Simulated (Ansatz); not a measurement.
This geometry of C3H4IN (9 atoms, charge 0, multiplicity 1) is a first-order saddle point.

Method: RKS PBE0-D4/def2-SVP in Ansatz.

```xyz
9
Properties=species:S:1:pos:R:3
C -0.088 0.907 1.318
C -0.356 -0.127 0.518
C 0.194 -0.390 -0.825
N -0.013 -1.326 -1.557
I 1.636 1.257 -1.539
H -0.565 0.983 2.298
H 0.606 1.696 1.014
H -1.052 -0.912 0.834
H -0.273 -2.135 -2.078
```

(1) Which two structures does it join? (They come from a converged band through this point; their orientation in space is the band's.)

(2) How far does it lie above each of them?

Answers

(1) No bond is made or broken. The dihedral I5–C3–N4–H9 changes from 0 to 180° by way of a nearly straight angle C3–N4–H9 (up to 173°), not by a turn about the bond.

Initial state:

```xyz
9
Properties=species:S:1:pos:R:3
C -0.081 0.898 1.330
C -0.414 -0.135 0.553
C 0.116 -0.460 -0.775
N -0.272 -1.464 -1.417
I 1.621 0.901 -1.581
H -0.552 1.030 2.307
H 0.664 1.636 1.018
H -1.162 -0.866 0.879
H 0.168 -1.586 -2.329
```

Final state:

```xyz
9
Properties=species:S:1:pos:R:3
C -0.094 0.831 1.273
C -0.323 -0.138 0.384
C 0.312 -0.316 -0.930
N 0.098 -1.242 -1.752
I 1.762 1.154 -1.520
H -0.634 0.852 2.223
H 0.633 1.625 1.080
H -1.060 -0.918 0.612
H -0.605 -1.895 -1.386
```

(2) 81.4 kJ/mol above the first and 63.0 kJ/mol above the second. This is the barrier of this one path; another mechanism may lie lower.

The run took 7.5 min on 2 threads of Arm Neoverse V1, on a shared host, peak memory 0.23 GiB.
